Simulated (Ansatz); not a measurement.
An input meant for BCl3⁺ (charge 1, doublet).

```yaml
crystal:
  periodic: [false, false, false]
  atoms:
    - {symbol: B, position_ang: [-0.000001, -0.000004, 0.000001]}
    - {symbol: Cl, position_ang: [-0.799453, 1.577351, 0.282553]}
    - {symbol: Cl, position_ang: [-0.849453, 1.527351, -0.017447]}
    - {symbol: Cl, position_ang: [-0.898033, -1.499410, 0.004038]}
basis:
  gaussian: {orbitals: "6-31++G**"}
total_charge: 1
magnetization: {spin_polarized: true, initial_magnetization: 1}
hamiltonian: {xc: {name: HSE06}}
accuracy: high
scf: {omitted_lower_state_checks: [starts]}
output: {forces: true}
```

```sh
$ ansatz run in.yaml --threads 2 --pin off --events-out ev --progress --plain --max-ram 4352MiB
```

It prints (some lines left out):

```
Functional definition: HSE06
1550 factors; integrals over basis functions are off by at most 3.0e-9 eV
108 factors; integrals over basis functions are off by at most 1.5e-9 eV
mean field evaluation 1: about -35288.1527 eV, gradient 7.5e1 eV
mean field evaluation 2: about -35118.8221 eV, gradient 1.5e2 eV
mean field evaluation 4: about -35302.5577 eV, gradient 8.5e1 eV
mean field evaluation 8: about -35343.5735 eV, gradient 8.0e0 eV
mean field evaluation 16: about -35345.1338 eV, gradient 3.2e-1 eV
mean field -35345.21820687 eV, -1298.9128112530 hartree, gradient 2.0e-8 eV, S^2 1.307249; 0 other end points of the search recorded, 1 dependent functions left out
reference -35345.21820974 eV, -1298.9128113586 hartree; 28, 27 occupied and 59, 60 virtual orbitals, 1550 factors
Total energy: -35345.21820974 eV, -1298.9128113586 hartree
Atom 0 at    -0.000001    -0.000004     0.000001 Å, force    -6.785390     7.838631     1.665023 eV/Å
Atom 1 at    -0.799453     1.577351     0.282553 Å, force  3370.734001  3355.979128 20194.459829 eV/Å
Atom 2 at    -0.849453     1.527351    -0.017447 Å, force -3365.434089 -3364.914606 -20196.199466 eV/Å
Atom 3 at    -0.898033    -1.499410     0.004038 Å, force     1.485478     1.096848     0.074613 eV/Å
Dipole moment:     0.056265     0.512943    -0.013643 e Å
Checks for a lower state left out: starts
```

In this input one atom was put on top of another. Self-consistency was reached. The result belongs to that input, not to the species as meant.

The 6-31G sets use Cartesian d functions. HSE06 is defined as in plane-wave codes, on full-range PBE exchange. The charge 1 doublet is spin-contaminated (final ⟨S²⟩ up to 1.31, 0.75 for a pure state).
